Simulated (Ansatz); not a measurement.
Basis-set extrapolation for `C1=N[SiH2]N1` (PBE0-D4/def2-TZVP geometry, frozen core, Ansatz). Multiplicity 1, RHF reference.

```json
{"": "HF", "def2-TZVPP": "-438.091611", "def2-QZVPP": "-438.108167"}
{"": "MP2 correlation", "def2-TZVPP": "-0.676909", "def2-QZVPP": "-0.724675"}
{"": "CCSD(T) correlation", "def2-TZVPP": "-0.732284", "def2-QZVPP": "not run"}
```

Energies in hartree. Use E(X) = E(∞) + A·exp(−7.88·√X) for Hartree–Fock and E(X) = E(∞) + B·X^(−2.97) for correlation, with X = 3 and 4, and add CCSD(T) minus MP2 of the smaller set to the MP2 limit.

What is the CCSD(T) energy at the basis-set limit?

HF limit: -438.108167 + (-0.016556) × 0.13774 = -438.11045. MP2 limit: -0.724675 + (-0.047766) × 0.74074 = -0.76006. Higher-order term: -0.732284 − (-0.676909) = -0.05538. Total: -438.92589 hartree, 267.8 kJ/mol below CCSD(T)/def2-TZVPP.
